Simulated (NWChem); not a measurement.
System: GeH2S, singlet; SMILES [GeH][SH]

NWChem printed, in part:

```
             Northwest Computational Chemistry Package (NWChem) 7.3.0
             --------------------------------------------------------

                             Geometry "geometry" -> ""
                             -------------------------

 Output coordinates in angstroms (scale by  1.889725989 to convert to a.u.)

  No.       Tag          Charge          X              Y              Z
 ---- ---------------- ---------- -------------- -------------- --------------
    1 Ge                  32.0000     0.01449200     0.78332300     0.00178500
    2 H                    1.0000    -1.59186800     0.79815200     0.00210600
    3 S                   16.0000    -0.04096700    -1.46569400     0.00257700
    4 H                    1.0000     1.29700200    -1.66496500     0.00244000

 Effective nuclear repulsion energy (a.u.)     146.5851431724

                              NWChem Property Module
                              ----------------------

  itol2e modified to match energy
  convergence criterion.

                                 NWChem DFT Module
                                 -----------------

 Summary of "ao basis" -> "ao basis" (spherical)
 ------------------------------------------------------------------------------
       Tag                 Description            Shells   Functions and Types
 ---------------- ------------------------------  ------  ---------------------
 Ge                         cc-pvtz                 15       43   6s5p3d1f
 H                          cc-pvtz                  6       14   3s2p1d
 S                          cc-pvtz                 12       34   5s4p2d1f

  itol2e modified to match energy
  convergence criterion.

            General Information
            -------------------
          SCF calculation type: DFT
          Wavefunction type:  closed shell.
          No. of atoms     :     4
          No. of electrons :    50
           Alpha electrons :    25
            Beta electrons :    25
          Charge           :     0
          Spin multiplicity:     1
          Use of symmetry is: off; symmetry adaption is: off
          Maximum number of iterations: 150
          AO basis - number of functions:   105
                     number of shells:    39
          Convergence on energy requested:  1.00D-07
          Convergence on density requested:  1.00D-05
          Convergence on gradient requested:  5.00D-04

              XC Information
              --------------
                         PBE0 Method XC Functional
                     Hartree-Fock (Exact) Exchange  0.250
          PerdewBurkeErnzerhof Exchange Functional  0.750
            Perdew 1991 LDA Correlation Functional  1.000 local
           PerdewBurkeErnz. Correlation Functional  1.000 non-local

             Grid Information
             ----------------
          Grid used for XC integration:  fine
          Radial quadrature: Mura-Knowles
          Angular quadrature: Lebedev.
          Tag              B.-S. Rad. Rad. Pts. Rad. Cut. Ang. Pts.
          ---              ---------- --------- --------- ---------
          Ge                  1.25      140          10.0       974
          H                   0.35       60          11.0       590
          S                   1.00      123          10.0       770
          Grid pruning is: on
          Number of quadrature shells:   383
          Spatial weights used:  Erf1

      Superposition of Atomic Density Guess
      -------------------------------------

 Sum of atomic energies:       -2473.83279310

      Non-variational initial energy
      ------------------------------

 Total energy =   -2474.074051
 1-e energy   =   -3737.957302
 2-e energy   =    1117.298108
 HOMO         =      -0.240869
 LUMO         =      -0.063240

   convergence    iter        energy       DeltaE   RMS-Dens  Diis-err
 ---------------- ----- ----------------- --------- --------- ---------
 d= 0,ls=0.0,diis     1  -2476.0199474140 -2.62D+03  5.94D-03  3.73D-01
 d= 0,ls=0.0,diis     2  -2476.0199898123 -4.24D-05  3.98D-03  1.76D-01
 d= 0,ls=0.0,diis     3  -2476.0416555138 -2.17D-02  1.48D-03  6.86D-02
 d= 0,ls=0.0,diis     4  -2476.0528503856 -1.12D-02  2.22D-04  1.52D-03
 d= 0,ls=0.0,diis     5  -2476.0529903535 -1.40D-04  5.64D-05  5.38D-05
  Resetting Diis
 d= 0,ls=0.0,diis     6  -2476.0529981705 -7.82D-06  1.52D-05  3.58D-06
 d= 0,ls=0.0,diis     7  -2476.0529989688 -7.98D-07  5.07D-06  2.43D-07
 d= 0,ls=0.0,diis     8  -2476.0529989718 -2.92D-09  2.75D-06  2.21D-07

         Total DFT energy =    -2476.052998971762
      One electron energy =    -3738.220266698722
           Coulomb energy =     1220.600566491066
    Exchange-Corr. energy =     -105.018441936538
 Nuclear repulsion energy =      146.585143172433

 Numeric. integr. density =       49.999999753514

                       DFT Final Molecular Orbital Analysis
                       ------------------------------------

 Vector   23  Occ=2.000000D+00  E=-3.325424D-01
              MO Center= -4.2D-01, -2.6D-01,  2.2D-03, r^2= 3.1D+00
   Bfn.  Coefficient  Atom+Function         Bfn.  Coefficient  Atom+Function
  ----- ------------  ---------------      ----- ------------  ---------------
    67      0.356577  3 S  py                13      0.218381  1 Ge px
    14     -0.205018  1 Ge py                45     -0.205018  2 H  s
    73      0.203507  3 S  py                70      0.151297  3 S  py
    46     -0.146720  2 H  s                 44     -0.120513  2 H  s
    19      0.082088  1 Ge px                26      0.076503  1 Ge d  2

[...]

          -----------------------
          Electric field gradient
          -----------------------

 1 a.u. = 0.324123 10**(16) esu/cm**3  ( or statvolts/cm**2 ) = 0.97174 10**(22) v/m**2

 ------------------------------------------------------------
   Atom      X         Y         Z
 ------------------------------------------------------------
    1 Ge   0.02739   1.48027   0.00337
 ------------------------------------------------------------

 Electric field gradient in molecular frame (a.u.)
         XX             YY             ZZ             XY             XZ             YZ
 ------------------------------------------------------------------------------------------
        2.932187       0.780472      -3.712659       0.878064      -0.001624      -0.001738

 Principal components (a.u.) and orientation
 of principal axis w.r.t. absolute frame                      Asymmetry parameter eta
 --------------------------------------------------------------------------------------
       -3.712660       3.245022       0.467638                       0.748085

        0.000198       0.942000      -0.335614
        0.000348       0.335614       0.942000
        1.000000      -0.000304      -0.000261

 ------------------------------------------------------------
   Atom      X         Y         Z
 ------------------------------------------------------------
    2 H   -3.00819   1.50829   0.00398
 ------------------------------------------------------------

 Electric field gradient in molecular frame (a.u.)
         XX             YY             ZZ             XY             XZ             YZ
 ------------------------------------------------------------------------------------------
       -0.099201       0.053448       0.045753       0.005187       0.000027      -0.000004

 Principal components (a.u.) and orientation
 of principal axis w.r.t. absolute frame                      Asymmetry parameter eta
 --------------------------------------------------------------------------------------
       -0.099377       0.053624       0.045753                       0.079197

        0.999424       0.033923       0.000201
       -0.033923       0.999424       0.000362
       -0.000189      -0.000368       1.000000

 ------------------------------------------------------------
   Atom      X         Y         Z
 ------------------------------------------------------------
    3 S   -0.07742  -2.76976   0.00487
 ------------------------------------------------------------

 Electric field gradient in molecular frame (a.u.)
         XX             YY             ZZ             XY             XZ             YZ
 ------------------------------------------------------------------------------------------
       -1.000703       0.036758       0.963945       0.663978       0.000052       0.000214

 Principal components (a.u.) and orientation
 of principal axis w.r.t. absolute frame                      Asymmetry parameter eta
 --------------------------------------------------------------------------------------
       -1.324556       0.963945       0.360612                       0.455498

        0.898789       0.000138       0.438382
       -0.438382       0.000330       0.898789
        0.000021       1.000000      -0.000357

 ------------------------------------------------------------
   Atom      X         Y         Z
 ------------------------------------------------------------
    4 H    2.45098  -3.14633   0.00461
 ------------------------------------------------------------

 Electric field gradient in molecular frame (a.u.)
         XX             YY             ZZ             XY             XZ             YZ
 ------------------------------------------------------------------------------------------
       -0.214394       0.097026       0.117368       0.048634       0.000035      -0.000000

 Principal components (a.u.) and orientation
 of principal axis w.r.t. absolute frame                      Asymmetry parameter eta
 --------------------------------------------------------------------------------------
       -0.221812       0.117368       0.104445                       0.058263

        0.988566       0.000158       0.150791
       -0.150791       0.000362       0.988566
       -0.000101       1.000000      -0.000382
```

Level: PBE0/cc-pVTZ. Low-valent species are run as closed-shell singlets; no triplet was tried in these runs. Coordinates come from a B3LYP/6-31G* (spherical d) optimisation. NWChem prints the field gradient with the sign opposite to the second derivative of the potential.

Problem. Reconstruct the input file.

Solution. One answer among several that fit: the input that was run:
```
start job
memory heap 200 mb stack 900 mb global 1100 mb
geometry units angstroms noautosym nocenter noautoz
  Ge     0.014492     0.783323     0.001785
  H     -1.591868     0.798152     0.002106
  S     -0.040967    -1.465694     0.002577
  H      1.297002    -1.664965     0.002440
end
basis spherical
  * library cc-pvtz
end
dft
  xc pbe0
  iterations 150
end
property
  efieldgrad
end
task dft property
```
